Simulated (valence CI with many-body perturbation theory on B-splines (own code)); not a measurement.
## Forbidden lines of Ba XVII

Computed by relativistic CI+MBPT: four valence electrons over a frozen Dirac-Fock core [Kr], a basis of 7 s, 7 p, 8 d, 6 f, 4 g, 1 h functions for each j, with the one-electron correlation potential Σ1, the two-electron term Σ2, the three-electron term Σ3, Breit, model QED; selected CI, second order for the rest, scaled by the run's own slope (own B-spline code, finite nucleus).

No measured levels were compared; by estimate terms of the open shell hold to 2 to 4 % of their energy, and close levels can change places. Excitations out of the core, of the other parity, are not computed and may begin above about 69.7 eV (a cautious bound); beyond it only levels of the ground parity were kept, without lifetimes.

Lines 1 to 50 of 120 in falling wavelength, among levels below 69.73 eV, chosen from the decays that carry over 1 % of a level's rate. Wavelengths and rates use the calculated energies, so an error of 2000 cm⁻¹ moves a line at 1171 nm by 23 % and its rate by three times that or more. S is in atomic units (e²a₀⁴ for E2 and M2, e²a₀⁶ for E3), for M1 in squared Bohr magnetons. Weak lines are less certain than strong ones. Lines between different terms over intervals too small for the method are left out, as are lines whose strength nearly cancels.

Names give the largest LS component (configuration and term), which can be under half, so a name can repeat, a term be missing and a line seem to break the LS rules; names also repeat where a configuration has a term twice. Letters in brackets count levels of one name in rising energy.

| λ vac (nm) | Upper | Lower | Type | A (s⁻¹) | S (a.u.) |
| --- | --- | --- | --- | --- | --- |
| 2577 | 4d4 5D_4 | 4d4 5D_3 | M1 | 1.15e+00 | 6.59e+00 |
| 1942 | 4d4 3H_6 | 4d4 3H_5 | M1 | 1.62e+00 | 5.72e+00 |
| 1426 | 4d4 5D_3 | 4d4 5D_2 | M1 | 1.37e+01 | 1.03e+01 |
| 1171 | 4d4 3G_3 | 4d4 3H_4 | M1 | 4.25e+00 | 1.77e+00 |
| 1051 | 4d4 5D_2 | 4d4 5D_1 | M1 | 4.04e+01 | 8.69e+00 |
| 877.6 | 4d4 3D_2 | 4d4 3P_1 [a] | M1 | 1.58e+01 | 1.98e+00 |
| 853.7 | 4d4 5D_1 | 4d4 5D_0 | M1 | 6.33e+01 | 4.38e+00 |
| 844.9 | 4d4 3H_5 | 4d4 3H_4 | M1 | 2.80e+01 | 6.88e+00 |
| 833.3 | 4d4 3P_2 [c] | 4d4 3P_2 [b] | M1 | 1.41e+01 | 1.51e+00 |
| 740.7 | 4d4 3P_2 [b] | 4d4 3D_1 | M1 | 1.67e+01 | 1.26e+00 |
| 727.7 | 4d4 3P_2 [a] | 4d4 3D_3 | M1 | 1.10e+01 | 7.87e-01 |
| 713.3 | 4d4 3F_3 [b] | 4d4 3P_2 [c] | M1 | 1.91e+01 | 1.80e+00 |
| 694.4 | 4d4 3D_2 | 4d4 3F_2 [a] | M1 | 1.54e+01 | 9.56e-01 |
| 691.4 | 4d4 3G_4 | 4d4 3G_3 | M1 | 4.67e+01 | 5.16e+00 |
| 685.5 | 4d4 1G_4 [a] | 4d4 3G_5 | M1 | 1.13e+01 | 1.21e+00 |
| 612.8 | 4d4 3P_1 [a] | 4d4 3P_0 [a] | M1 | 6.92e+01 | 1.77e+00 |
| 610.4 | 4d4 3P_2 [b] | 4d4 3P_2 [a] | M1 | 1.02e+01 | 4.31e-01 |
| 610.0 | 4d4 3P_2 [a] | 4d4 3D_2 | M1 | 1.81e+01 | 7.63e-01 |
| 607.4 | 4d4 3H_4 | 4d4 5D_4 | M1 | 9.91e+01 | 7.41e+00 |
| 589.5 | 4d4 3F_4 [a] | 4d4 3H_5 | M1 | 2.93e+01 | 2.00e+00 |
| 587.2 | 4d4 3D_2 | 4d4 3G_3 | M1 | 1.69e+00 | 6.33e-02 |
| 586.5 | 4d4 3D_3 | 4d4 3F_2 [a] | M1 | 5.98e+00 | 3.13e-01 |
| 551.1 | 4d4 3G_5 | 4d4 3G_4 | M1 | 1.02e+02 | 6.98e+00 |
| 518.8 | 4d4 3D_1 | 4d4 3D_2 | M1 | 6.38e+01 | 9.91e-01 |
| 507.2 | 4d4 1G_4 [a] | 4d4 3F_3 [a] | M1 | 1.81e+01 | 7.87e-01 |
| 493.6 | 4d4 3F_4 [a] | 4d4 3G_3 | M1 | 8.57e+00 | 3.44e-01 |
| 491.5 | 4d4 3H_4 | 4d4 5D_3 | M1 | 3.16e+01 | 1.25e+00 |
| 465.8 | 4d4 1F_3 | 4d4 3P_2 [a] | M1 | 1.10e+01 | 2.88e-01 |
| 447.9 | 4d4 3P_2 [b] | 4d4 3F_3 [a] | M1 | 3.29e+01 | 5.48e-01 |
| 434.7 | 4d4 3G_4 | 4d4 3H_4 | M1 | 7.26e+01 | 1.99e+00 |
| 413.8 | 4d4 3G_5 | 4d4 3H_6 | M1 | 6.61e+01 | 1.91e+00 |
| 409.2 | 4d4 3F_4 [b] | 4d4 1G_4 [a] | M1 | 3.06e+01 | 7.00e-01 |
| 402.4 | 4d4 3F_3 [a] | 4d4 3F_2 [a] | M1 | 2.09e+02 | 3.54e+00 |
| 399.9 | 4d4 3G_3 | 4d4 5D_4 | M1 | 1.08e+01 | 1.79e-01 |
| 384.3 | 4d4 3F_3 [b] | 4d4 3P_2 [b] | M1 | 4.85e+01 | 7.15e-01 |
| 371.2 | 4d4 1G_4 [a] | 4d4 3F_4 [a] | M1 | 1.32e+02 | 2.25e+00 |
| 364.8 | 4d4 1F_3 | 4d4 3F_3 [a] | M1 | 8.51e+01 | 1.07e+00 |
| 363.9 | 4d4 3F_3 [a] | 4d4 3G_3 | M1 | 2.24e+02 | 2.80e+00 |
| 363.4 | 4d4 1G_4 [a] | 4d4 3D_3 | M1 | 5.61e+01 | 8.98e-01 |
| 359.9 | 4d4 3P_2 [a] | 4d4 3P_1 [a] | M1 | 5.47e+01 | 4.72e-01 |
| 353.4 | 4d4 3H_5 | 4d4 5D_4 | M1 | 5.63e+01 | 1.01e+00 |
| 352.5 | 4d4 1I_6 | 4d4 3H_6 | M1 | 1.51e+02 | 3.19e+00 |
| 352.3 | 4d4 3P_2 [c] | 4d4 3P_2 [a] | M1 | 1.22e+02 | 9.89e-01 |
| 349.3 | 4d4 3F_3 [b] | 4d4 1G_4 [a] | M1 | 1.40e+02 | 1.55e+00 |
| 347.2 | 4d4 3F_4 [a] | 4d4 3H_4 | M1 | 3.23e+02 | 4.52e+00 |
| 346.2 | 4d4 3G_3 | 4d4 5D_3 | M1 | 1.61e+02 | 1.73e+00 |
| 341.1 | 4d4 3G_5 | 4d4 3H_5 | M1 | 1.07e+02 | 1.72e+00 |
| 331.9 | 4d4 3P_2 [b] | 4d4 3D_3 | M1 | 1.36e+02 | 9.22e-01 |
| 326.0 | 4d4 3D_1 | 4d4 3P_1 [a] | M1 | 2.02e+02 | 7.78e-01 |
| 324.7 | 4d4 3P_2 [a] | 4d4 3F_2 [a] | M1 | 7.88e+01 | 5.00e-01 |
